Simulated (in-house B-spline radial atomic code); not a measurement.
A fraction x of an electron is removed from 5p in Ba⁴⁺, starting from [Kr] 4d10 5s2 5p4 and keeping the highest spin. Computed with a radial B-spline atomic code at the basis-set limit: scalar-relativistic (X2C) RPBE, spin-polarised, spherical fractional occupations, Fermi nucleus of rms radius 4.8378 fm.

```
   x  E(x) - E(0) (eV)  5p down level (eV)
   0            0.0000             -52.730
0.12            6.4083             -54.076
0.19           10.2211             -54.862
0.26           14.0890             -55.649
0.49           27.1862             -58.241
 0.5           27.7692             -58.354
0.51           28.3532             -58.466
0.73           41.4897             -60.958
0.81           46.4028             -61.869
0.88           50.7616             -62.670
   1           58.3647                   -
```

The exact functional would give a straight line between the two integer points. Deviations E(x) - E(0) - x[E(1) - E(0)], in eV: -0.595 at x = 0.12, -0.868 at x = 0.19, -1.086 at x = 0.26, -1.413 at x = 0.49, -1.413 at x = 0.5, -1.413 at x = 0.51, -1.117 at x = 0.73, -0.873 at x = 0.81, -0.599 at x = 0.88.

The curve lies below the straight line by up to 1.413 eV (at x = 0.49): convex, the delocalisation error that favours fractional charges.

Q: How well does Slater's transition state (minus the level at half occupation) give the ionisation energy?

A: It gives 58.354 eV against 58.365 eV from the two total energies; NIST lists 58.00 eV, ground level to ground level.
